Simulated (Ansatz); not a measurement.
Ansatz (a program for electronic structure) input file for Tc(O)3(Me) (CH3O3Tc), SMILES [CH3][Tc](=[O])(=[O])=[O], multiplicity 1, PBE-D3(BJ)/def2-SVP. 

Ansatz 0.2 input:
```yaml
crystal:
  periodic: [false, false, false]
  atoms:
    - {symbol: Tc, position_ang: [-0.00000000, 0.00000000, -0.10958273]}
    - {symbol: O, position_ang: [-1.39655978, 0.80630417, -0.57892190]}
    - {symbol: O, position_ang: [1.39655978, 0.80630416, -0.57892192]}
    - {symbol: O, position_ang: [-0.00000001, -1.61260834, -0.57892190]}
    - {symbol: C, position_ang: [0.00000001, 0.00000000, 1.95112416]}
    - {symbol: H, position_ang: [0.00000002, 1.04416601, 2.29981275]}
    - {symbol: H, position_ang: [0.90427431, -0.52208301, 2.29981274]}
    - {symbol: H, position_ang: [-0.90427428, -0.52208301, 2.29981276]}
basis:
  gaussian:
    orbitals: def2-SVP
hamiltonian:
  xc: pbe
  dispersion: d3bj
relax: {f_tol: 0.002, max_steps: 200}
```

It prints:

```
WARN ansatz: RAYON_NUM_THREADS=2 ignored (pool sized by the plan → 2); use --threads N
Functional definition: PBE
integrals: 0.04 GiB planned
1083 factors; their error is unknown
mean field: 0.28 GiB planned
mean field evaluation 1: about -9391.1225 eV, gradient 1.2e2 eV
mean field evaluation 2: about -9185.6232 eV, gradient 3.0e2 eV
mean field evaluation 4: about -9414.6173 eV, gradient 2.5e1 eV
mean field evaluation 8: about -9416.0583 eV, gradient 8.7e-1 eV
mean field evaluation 16: about -9416.0290 eV, gradient 5.6e-3 eV
mean field -9416.02900741 eV, -346.0326836086 hartree, gradient 6.6e-5 eV, S^2 0.000000; 0 other end points of the search recorded, 0 dependent functions left out
the calculation of the forces begins
reference -9416.02907605 eV, -346.0326861309 hartree; 24, 24 occupied and 78, 78 virtual orbitals, 1083 factors
relax step   1: F+E_penalty+E_count = -9416.22927711 eV  Δ(F+E_penalty+E_count) = +0.000e0 eV  max|allowed force component| = 6.053e-1 eV/Å  Δτ_max = 0.0000 Å  (33 SCF iters, accepted)
these checks for a lower state are left out or cut short: starts, cluster_reference, orbital_swaps, neighbouring_geometries, increment
integrals: 0.04 GiB planned
1083 factors; their error is unknown
mean field: 0.28 GiB planned
mean field -9416.04375385 eV, -346.0332255304 hartree, gradient 1.2e-5 eV, S^2 0.000000; 0 other end points of the search recorded, 0 dependent functions left out
the calculation of the forces begins
reference -9416.04382250 eV, -346.0332280533 hartree; 24, 24 occupied and 78, 78 virtual orbitals, 1083 factors
relax step   2: F+E_penalty+E_count = -9416.24311985 eV  Δ(F+E_penalty+E_count) = -1.384e-2 eV  max|allowed force component| = 7.910e-2 eV/Å  Δτ_max = 0.0152 Å  (33 SCF iters, accepted)
these checks for a lower state are left out or cut short: starts, cluster_reference, orbital_swaps, neighbouring_geometries, increment
integrals: 0.04 GiB planned
1083 factors; their error is unknown
mean field: 0.28 GiB planned
mean field evaluation 32: about -9416.0750 eV, gradient 9.4e-4 eV
mean field -9416.04417897 eV, -346.0332411533 hartree, gradient 1.2e-5 eV, S^2 0.000000; 0 other end points of the search recorded, 0 dependent functions left out
the calculation of the forces begins
reference -9416.04424763 eV, -346.0332436765 hartree; 24, 24 occupied and 78, 78 virtual orbitals, 1083 factors
relax step   3: F+E_penalty+E_count = -9416.24356765 eV  Δ(F+E_penalty+E_count) = -4.478e-4 eV  max|allowed force component| = 1.135e-2 eV/Å  Δτ_max = 0.0031 Å  (35 SCF iters, accepted)
these checks for a lower state are left out or cut short: starts, cluster_reference, orbital_swaps, neighbouring_geometries, increment
integrals: 0.04 GiB planned
1083 factors; their error is unknown
mean field: 0.28 GiB planned
mean field -9416.04417680 eV, -346.0332410733 hartree, gradient 4.3e-5 eV, S^2 0.000000; 0 other end points of the search recorded, 0 dependent functions left out
the calculation of the forces begins
reference -9416.04424546 eV, -346.0332435965 hartree; 24, 24 occupied and 78, 78 virtual orbitals, 1083 factors
relax step   4: F+E_penalty+E_count = -9416.24357082 eV  Δ(F+E_penalty+E_count) = -3.162e-6 eV  max|allowed force component| = 2.423e-3 eV/Å  Δτ_max = 0.0004 Å  (21 SCF iters, accepted)
these checks for a lower state are left out or cut short: starts, cluster_reference, orbital_swaps, neighbouring_geometries, increment
integrals: 0.04 GiB planned
1083 factors; their error is unknown
mean field: 0.28 GiB planned
mean field -9416.04417574 eV, -346.0332410345 hartree, gradient 1.1e-5 eV, S^2 0.000000; 0 other end points of the search recorded, 0 dependent functions left out
the calculation of the forces begins
reference -9416.04424440 eV, -346.0332435577 hartree; 24, 24 occupied and 78, 78 virtual orbitals, 1083 factors
relax step   5: F+E_penalty+E_count = -9416.24357094 eV  Δ(F+E_penalty+E_count) = -1.264e-7 eV  max|allowed force component| = 9.496e-5 eV/Å  Δτ_max = 0.0001 Å  (21 SCF iters, accepted)
integrals: 0.04 GiB planned
1083 factors; their error is unknown
mean field: 0.28 GiB planned
mean field evaluation 64: about -9416.0442 eV, gradient 1.0e-1 eV
mean field -9416.04417574 eV, -346.0332410345 hartree, gradient 1.4e-5 eV, S^2 0.000000; 1 other end points of the search recorded, 0 dependent functions left out
the calculation of the forces begins
reference -9416.04424440 eV, -346.0332435577 hartree; 24, 24 occupied and 78, 78 virtual orbitals, 1083 factors
Total energy: -9416.24363960 eV, -346.0405711962 hartree
Atom 0 at    -0.000000     0.000010    -0.114224 Å, force    -0.000000     0.000064    -0.000095 eV/Å
Atom 1 at    -1.405007     0.811169    -0.589766 Å, force     0.000056    -0.000035     0.000010 eV/Å
Atom 2 at     1.405007     0.811169    -0.589766 Å, force    -0.000056    -0.000035     0.000010 eV/Å
Atom 3 at    -0.000000    -1.622343    -0.589759 Å, force    -0.000000     0.000046     0.000035 eV/Å
Atom 4 at     0.000000     0.000002     1.957655 Å, force    -0.000000    -0.000026    -0.000067 eV/Å
Atom 5 at     0.000000     1.050534     2.310026 Å, force     0.000000     0.000012     0.000012 eV/Å
Atom 6 at     0.909786    -0.525270     2.310024 Å, force     0.000017    -0.000013     0.000047 eV/Å
Atom 7 at    -0.909786    -0.525270     2.310024 Å, force    -0.000017    -0.000013     0.000047 eV/Å
Dipole moment:     0.000000     0.000006     0.586520 e Å
```

Self-consistency was reached.

Cost: roughly 14 core-seconds.
